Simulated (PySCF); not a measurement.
AlH₃O₃, charge -1, multiplicity 2. Atoms are numbered in the order given.

```xyz
7

Al     0.0058    -0.0723     0.3419
O     -1.6163     0.3843    -0.2508
H     -2.2985    -0.2664    -0.0770
O      1.0361     1.3415     0.0257
H      0.5228     2.1500    -0.0407
O      0.6853    -1.5651    -0.3552
H      0.8596    -2.2287     0.3153
```
Charge -1, spin multiplicity 2.

Coordinates come from a PBE0-D3(BJ)/def2-SVPD optimisation. The spin state was assumed, not searched. The isomer is the one that the SMILES or the coordinates give; other isomers of the formula were not compared. The values are those of a single conformer.

Computed with r2SCAN/def2-TZVPD (PySCF).

Mulliken values depend strongly on the basis, most of all with diffuse functions as here. ESP charges are fitted to the potential on shells at 1.4 to 2.0 van der Waals radii. Atomic charges (e):

| atom | ESP fit | Mulliken | meta-Löwdin | Mulliken spin |
|---|---|---|---|---|
| Al1 | -0.40 | -0.17 | 0.67 | 1.04 |
| O2 | -0.47 | -0.53 | -0.86 | 0.01 |
| H3 | 0.23 | 0.21 | 0.30 | 0.02 |
| O4 | -0.60 | -0.48 | -0.85 | -0.06 |
| H5 | 0.37 | 0.21 | 0.30 | 0.03 |
| O6 | -0.21 | -0.48 | -0.86 | -0.05 |
| H7 | 0.07 | 0.24 | 0.30 | 0.02 |
